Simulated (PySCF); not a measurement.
# Steps of a relaxation of Er(SH)3(H2O)

Er(SH)3(H2O) (singlet in the valence; each metal's 4f electrons, 11 of them, lie in its core potential, out of spins and levels). PySCF 2.14.0, RKS PBE0, Er lcecp-1-SVP with ECP57, S def2-SVP, H def2-SVP, O def2-SVP; non-relativistic Hamiltonian with scalar-relativistic core potentials where named; density fitting; no spin-orbit coupling. Origin of the start: template. Columns: position (Å) and force (eV/Å). Energies are counted from the last step; some of the 43 steps are shown. Forces carry noise of the integration grid, about 0.01 to 0.03 eV/Å.

Run from Python with OMP_NUM_THREADS=2. Where DIIS fails, smearing, a level shift and second-order steps follow.
It took 5.6 min on 2 threads of Arm Neoverse V1, on a shared host, from the converged density of the start.

```xyz
10
step 0  E = 0.529 eV
Er   -0.0878    0.0935   -0.0954     0.67   -0.78    0.80
S     1.4603    1.6416    1.4527    -0.76    0.01   -0.74
H     2.1815    0.7707    2.1739     0.02   -0.31    0.01
S    -1.6359   -1.4546    1.4527     0.54    0.22   -0.85
H    -2.3571   -0.5837    2.1739    -0.02    0.31    0.11
S     1.4603   -1.4546   -1.6435    -0.45    0.86    0.32
H     1.1201   -2.7066   -1.3033    -0.22   -0.19    0.16
O    -1.4864    1.4921   -1.4940     0.00    0.14   -0.01
H    -1.5127    2.4615   -1.5203     0.08   -0.13    0.08
H    -2.1414    1.2041   -2.1490     0.14   -0.13    0.13
```

```xyz
10
step 14  E = 0.044 eV
Er   -0.0042   -0.1876    0.0709    -0.01    0.04    0.08
S     0.9326    1.8310    1.3929     0.33   -0.15    0.14
H     2.1574    1.2980    1.6884    -0.33    0.16   -0.15
S    -1.9571   -1.5334    1.0761     0.01   -0.09   -0.10
H    -2.1441   -0.6490    2.0791    -0.01    0.08    0.07
S     1.5269   -1.4864   -1.5338    -0.16   -0.22    0.03
H     0.7057   -2.5738   -1.4402     0.17    0.17   -0.03
O    -1.2338    1.3328   -1.2100     0.24    0.27   -0.01
H    -0.9365    2.2444   -1.3699    -0.09   -0.26    0.04
H    -2.0461    1.1878   -1.7055    -0.15    0.00   -0.07
```

```xyz
10
step 28  E = 0.006 eV
Er   -0.0508   -0.2012    0.1121     0.00    0.00    0.04
S     0.9680    1.7447    1.4648     0.00   -0.02    0.01
H     2.2259    1.3166    1.1984     0.00    0.02    0.00
S    -2.1397   -1.4803    0.9344     0.00   -0.02   -0.03
H    -2.3221   -0.7090    2.0317     0.00    0.02    0.01
S     1.6660   -1.4670   -1.3188     0.01   -0.01   -0.02
H     0.9159   -2.5921   -1.3870     0.00   -0.02    0.01
O    -1.2081    1.3200   -1.2357    -0.05   -0.04   -0.02
H    -0.9050    2.2348   -1.2976     0.00    0.08   -0.01
H    -2.1492    1.2973   -1.4543     0.03   -0.01    0.01
```

Task: Where does the relaxation end?

Result: It converges at step 42 in C1:
```xyz
10
step 42  E = 0
Er    0.0075   -0.2081    0.0647
S     0.9616    1.6818    1.5428
H     2.2471    1.4390    1.1912
S    -2.1323   -1.4252    0.8329
H    -2.2838   -0.6229    1.9150
S     1.6548   -1.5507   -1.3819
H     0.9007   -2.6731   -1.3011
O    -1.1952    1.3280   -1.2497
H    -1.0110    2.2756   -1.1987
H    -2.1485    1.2192   -1.3671
```

Task: How did the contacts change?

Result: 
```tsv
contact	start (Å)	end (Å)
Er1–S2 (SH)	2.681	2.582
Er1–S4 (SH)	2.681	2.579
Er1–S6 (SH)	2.681	2.571
Er1–O8 (H2O)	2.422	2.352
```


No frequency check is given that shows the relaxed geometry to be a minimum. An lcecp potential fixes the number of 4f electrons, so in runs with it no electron can move into or out of that shell.
